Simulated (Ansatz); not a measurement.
Start from `FC1=CS[SiH2]1` and change one atom or group to get `C1=CS[SiH2]1`.

Ansatz, PBE0-D4/def2-TZVP geometries, multiplicity 1. 

```json
{"property": "HOMO–LUMO gap (PBE/def2-TZVPP) / eV", "`FC1=CS[SiH2]1`": "3.78"}
{"property": "LUMO energy (PBE0/def2-TZVPP) / eV", "`FC1=CS[SiH2]1`": "-0.64"}
{"property": "ideal-gas entropy at 298 K and 1 bar (rigid rotor, harmonic PBE0-D4/def2-TZVP) / J/(mol·K)", "`FC1=CS[SiH2]1`": "314"}
{"property": "LUMO energy (PBE/def2-TZVPP) / eV", "`FC1=CS[SiH2]1`": "-1.57"}
{"property": "LUMO energy (B3LYP/def2-TZVPP) / eV", "`FC1=CS[SiH2]1`": "-0.83"}
{"property": "size of the dipole moment (ωB97M-V/def2-TZVPP) / D", "`FC1=CS[SiH2]1`": "0.62"}
```

Q: Give the same properties after the change, and the shifts. (Estimate.)

A: Ansatz gave: 
```
                                                                                  property  `C1=CS[SiH2]1`  shift
                                                       HOMO–LUMO gap (PBE/def2-TZVPP) / eV            3.90   0.12
                                                        LUMO energy (PBE0/def2-TZVPP) / eV           -0.63   0.01
ideal-gas entropy at 298 K and 1 bar (rigid rotor, harmonic PBE0-D4/def2-TZVP) / J/(mol·K)             293    -21
                                                         LUMO energy (PBE/def2-TZVPP) / eV           -1.59  -0.02
                                                       LUMO energy (B3LYP/def2-TZVPP) / eV           -0.82   0.01
                                        size of the dipole moment (ωB97M-V/def2-TZVPP) / D            1.37   0.75
```

Dipoles are sizes alone; their direction can turn.

B3LYP here is the variant with VWN-RPA as its local correlation; programs differ in this.
